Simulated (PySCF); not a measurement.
## Assignment exercise: C$_{2}$H$_{11}$PSi$_{4}$

Atoms are numbered as in `[CH2:1]=[CH:2][Si@H:3]1[SiH2:4][Si@H:5]([PH2:6])[SiH2:7]1` (H(Xn): hydrogen on atom n). Ha(Si4), Ha(Si7) are cis to C2 on the ring; Ha(C1) is cis to Si3; Hb(Si4), Hb(Si7) are trans to C2 on the ring; Hb(C1) is trans to Si3.

Relativity neglected, single conformer, gas phase, equivalent nuclei averaged. σ from GIAO-PBE0/pcSseg-1; GFN2-xTB structure; PySCF.

Shifts are taken against calculated references (same method and geometry level): ¹³C (186.93 ppm), ¹H (31.72 ppm) against TMS.

Question: Assign these signals to the numbered atoms. ¹³C{¹H} NMR (computed): δ 141.3, 139.8.

Answer: 
141.3 → C1, terminal =CH2 carbon: an sp2 carbon of a C=C bond
139.8 → C2, alkene CH: the olefinic region

C1 and C2 lie closer than the usual error of such a calculation, so a measured spectrum could show them in the other order.

Question: Assign these signals to the numbered atoms. ¹H NMR (500 MHz, computed): δ 6.45 (m, 1H), 6.30 (m, 1H), 6.19 (m, 1H), 5.04 (m, 1H), 4.73 (m, 1H), 4.36 (m, 2H), 4.05 (m, 2H), 1.22 (m, 2H).

Answer: 
6.45 → H(C2), hydrogen on an alkene CH: attached to an sp2 carbon and in the plane of the double bond
6.30 → Hb(C1), hydrogen on a terminal =CH2 carbon: olefinic region
6.19 → Ha(C1), hydrogen on a terminal =CH2 carbon
5.04 → H(Si3), hydrogen on a silicon bonded to C, 2 Si, in a 4-membered ring
4.73 → H(Si5), hydrogen on a silicon bonded to P, 2 Si, in a 4-membered ring
4.36 → Ha(Si4)/Ha(Si7), hydrogen on a silicon bonded to 2 Si, in a 4-membered ring
4.05 → Hb(Si4)/Hb(Si7), hydrogen on a silicon bonded to 2 Si, in a 4-membered ring
1.22 → H(P6), hydrogen on a phosphorus bonded to Si

Hb(C1) and Ha(C1) lie closer than the usual error of such a calculation, so a measured spectrum could show them in the other order.

Splittings by ³¹P in the carbon and heteronuclear signals aren't shown, as no couplings were computed. Shifts are as computed. Against solution values, carbons near 30 ppm lie about +3 ppm off and those near 130 ppm about +5 ppm. Of 1211 compounds with measured shifts, 218 miss one by over three times the rms of a fit or turn the order of signals round; such compounds aren't used in these exercises. No couplings were computed; multiplicities are counted from neighbouring protons, with m where these are inequivalent, close in shift, in a saturated or five-membered ring or joined by F or P, and br s for small geminal =CH2 splittings.
